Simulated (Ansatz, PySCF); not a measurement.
The pair A = H2O (SMILES O) (first 3 atoms), B = GeH4 (SMILES [GeH4]); geometry from B3LYP-D3(BJ)/def2-TZVP.
(charge 0, multiplicity 1):
```xyz
8

O      0.26205    -0.12402     0.40074
H     -0.65296     0.03343     0.14499
H      0.70211     0.72734     0.30544
Ge    -0.16708    -0.04857     3.64647
H     -0.39701     0.03526     5.16803
H     -0.59679     1.28945     3.02324
H     -1.02017    -1.18811     3.07656
H      1.32104    -0.29882     3.37809
```

Frozen-core correlation. Filled d and f shells under p-block atoms count as core. Rows in 6-31G* carry no dispersion term and start afresh at each structure (6-31G* with six Cartesian d functions); the Pople sets are all-electron and without relativity. MP2/6-31G* freezes PySCF's default core, which leaves 3d correlated.

Run with Ansatz (Gaussian basis) for Hartree–Fock, density functionals and correlated methods; PySCF for 6-31G* rows. Each number belongs to the level named beside it.

Total energies (hartree), monomers frozen at their geometry in the pair:

| structure | MP2/6-31G* | MP2/aug-cc-pVTZ | CCSD(T)/aug-cc-pVDZ |
|---|---|---|---|
| AB | -2153.8387627 | -2154.1904472 | -2154.0717353 |
| A in the pair's basis | -76.2009552 | -76.3292121 | -76.2744448 |
| B in the pair's basis | -2077.6377783 | -2077.8593676 | -2077.7956422 |
| A | -76.1967571 | -76.3289500 | -76.2738470 |
| B | -2077.6375617 | -2077.8592299 | -2077.7951399 |

Q: Work out the interaction energy without and with the counterpoise correction, and the superposition error, for each level.

A: 
E(AB) − E(A) − E(B), times 627.509 kcal/mol, with the monomers in their own basis and then in the pair's basis:
- MP2/6-31G*: -2.79 uncorrected, -0.02 corrected; the monomers gain 2.77 kcal/mol from borrowed functions
- MP2/aug-cc-pVTZ: -1.42 uncorrected, -1.17 corrected; the monomers gain 0.25 kcal/mol from borrowed functions
- CCSD(T)/aug-cc-pVDZ: -1.72 uncorrected, -1.03 corrected; the monomers gain 0.69 kcal/mol from borrowed functions

Ansatz is a first-principles code.
